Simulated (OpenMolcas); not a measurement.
**Ti²⁺: from RASSCF to RASPT2**

| Quantity | Value |
| --- | --- |
| Program | OpenMolcas 26.06 |
| Basis | ANO-RCC-VTZP [6s5p3d2f1g] |
| Scalar Hamiltonian | DKH2, point nucleus |
| Active space | 2 electrons in 9 orbitals (RAS2 3d 4s; RAS3 4p, at most 2 electrons) |
| State averaging | 2S+1 = 3 even, 15 roots; 2S+1 = 1 even, 20 roots kept (CI in the orbitals of an earlier block); 2S+1 = 3 odd, 15 roots; 2S+1 = 1 odd, 15 roots kept (CI in the orbitals of an earlier block) |
| Spin-orbit coupling | RASSI with atomic mean-field integrals over the reference wave functions, term energies averaged over their components |

Methods on the same reference wave functions:
A. RASSCF
B. SS-RASPT2, IPEA 0.25 Eh, imaginary shift 0.1 Eh (closed shells correlated: 3s 3p)
C. MS-RASPT2, IPEA 0.25 Eh, imaginary shift 0.1 Eh (closed shells correlated: 3s 3p)

Energies in cm⁻¹ above 3d² ³F₂, the measured ground level; measured values from Corliss and Sugar, J. Phys. Chem. Ref. Data 8, 1 (1979).

```csv
Level,A,B,C,Measured
3d² ³F₂,0.0,0.0,0.0,0.0
3d² ³F₃,197,198,198,185
3d² ³F₄,454,455,455,420
3d² ¹D₂,11235,8250,8230,8474
3d² ³P₀,13638,11140,11140,10538
3d² ³P₁,13707,11210,11210,10604
3d² ³P₂,13850,11350,11350,10721
3d² ¹G₄,17920,14900,14900,14398
3d 4s ³D₁,39017,37720,37720,
3d 4s ³D₂,39141,37850,37850,38199
3d 4s ³D₃,39339,38050,38050,38426
3d² ¹S₀,42499,32380,32380,32476
3d 4s ¹D₂,44229,41190,41200,41704
3d 4p ¹D°₂,71863,75000,75000,75198
3d 4p ³D°₁,73413,76840,76840,77000
3d 4p ³D°₂,73589,77000,77000,77167
3d 4p ³D°₃,73825,77230,77230,77424
3d 4p ³F°₂,74136,77110,77110,77422
3d 4p ³F°₃,74399,77380,77380,77746
3d 4p ³F°₄,74764,77720,77720,78159
3d 4p ³P°₀,77721,80420,80420,
3d 4p ³P°₁,77747,80430,80430,
3d 4p ³P°₂,77856,80550,80550,81024
3d 4p ¹F°₃,80324,82020,82020,83117
```

Deviations, from unrounded energies. A percentage is the sum of absolute deviations over the sum of measured energies, with the sign that they share, or ± where signs differ.

```json
{"Against measurement": "mean absolute deviation (cm-1)", "Levels": "20", "A": "3000", "B": "370", "C": "370"}
{"Against measurement": "fine structure of the ground term (%)", "Levels": "2", "A": "+7.6", "B": "+8.0", "C": "+8.0"}
{"Against measurement": "other terms of the ground configuration (%)", "Levels": "6", "A": "+29.4", "B": "±3.0", "C": "±3.1"}
{"Against measurement": "other configurations (%)", "Levels": "12", "A": "±4.2", "B": "-0.6", "C": "-0.6"}
```

B, C lie about equally close to measurement and A furthest from it. The largest miss of C in the table is 3d 4p ¹F°₃, by -1100 cm-1. The ranking rests on the paired levels alone, and a cruder setting can come out closer through cancelling errors.

Between B and C the level of the table that moves most is 3d 4s ¹D₂, by 10 cm-1 (lowest in B, highest in C). Moves below CASPT2's spread within the term are not significant.

The two smallest mean deviations differ by little beside CASPT2's spread within terms, so their order carries little weight.

From A to B the spin-free energies of the other terms of 3d² shown, above ³F, scale by factors of 0.73 to 0.83, as is usual when dynamic correlation screens the repulsion within a d or f shell.

The lowest spin-free term lies below A's lowest term by 0.300 hartree in B, 0.300 hartree in C.

CASPT2 does not keep the components of a term degenerate, so their means are used; among the terms shown or strongly mixed into the levels shown the widest spread is 910 cm-1 (3d² ¹G, C). Terms from blocks run as CI alone lack orbitals of their own. A single d shell beside an s shell can misplace configurations of different d count against each other. Without dynamic correlation excited terms often stand tens of per cent too high (terms of higher spin than the ground term too low), and those without a measured partner can miss by more than the paired ones (holds for A). Some levels mix across a computed gap that differs much from the measured one, so their mixing is not that of the real levels (holds for B; C). Measured partners are found by configuration, term and J. A level has none where our copy of the source lacks it or the pairing is in doubt (some pairs that miss far off the trend of their configuration count as doubtful), and it then counts in no deviation. Only configurations of the active space appear. The table leaves out levels that lie high or whose names do not pair safely across all columns.

° marks odd parity.
